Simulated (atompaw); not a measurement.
phosphorus (P): one change to a PAW (atompaw) potential, before and after

phosphorus, PAW, made with atompaw 4.2.0.5 (LDA (PW92), scalar-relativistic). Core [Ne], reference 3s2 3p1 (charge +2). Waves: 3s (bound): rc 1.85 bohr; 3s channel at -2 Ry: rc 1.60 bohr; 3p (bound): rc 1.85 bohr; 3p channel at -1.2 Ry: rc 1.85 bohr. Local part: troulliermartins scheme with l = 2 at 0 Ry, radius 1.60 bohr. Core correction: smooth core density matched at 1.80 bohr. Augmentation charge: sinc compensation charge, radius 1.45 bohr; PAW radius 1.85 bohr; waves and projectors: custom rrkj gramschmidtortho.

All-electron outer shells of the reference configuration (LDA (PW92), scalar-relativistic, ld1.x):

| shell | level (eV) | outermost node (bohr) | outermost maximum (bohr) |
| --- | --- | --- | --- |
| 3s | -34.01 | 0.65 | 1.50 |
| 3p | -24.39 | 0.63 | 1.68 |

Change: all radii scaled by about 1.31 (s 2.42, p 2.42 bohr); local potential troulliermartins scheme with l = 2 at 0 Ry, radius 2.08 bohr; augmentation sinc compensation charge, radius 1.90 bohr; PAW radius 2.42 bohr; waves and projectors: custom rrkj gramschmidtortho; core correction smooth core density matched at 2.34 bohr.

Cutoffs: the cutoffs (Ry, on a coarse ladder) from which the occupation-weighted sum of valence levels, in a spherical-Bessel basis at the reference potential, stays within 10 and 1 mRy of its value at 400 Ry; they do not see the model core or the augmentation charge, which bear on the density cutoff.

What does the change do?

The potential gets softer (12 Ry and 18 Ry → 10 Ry and 12 Ry); neither file shows a bound ghost. A larger radius leaves more room for a smooth pseudo-wave, so fewer plane waves are needed.

```csv
quantity,base,changed
"cutoff, loose",12 Ry,10 Ry
"cutoff, tight",18 Ry,12 Ry
loose cutoff by channel (10 mRy a level),"s 6 Ry, p 12 Ry","s 6 Ry, p 10 Ry"
bound ghosts,none,none
lowest overlap eigenvalue by channel,"s 0.09, p 0.73","s 0.35, p 0.17"
```

 The cutoffs see the waves, projectors and local potential, not the compensation charge or the core.
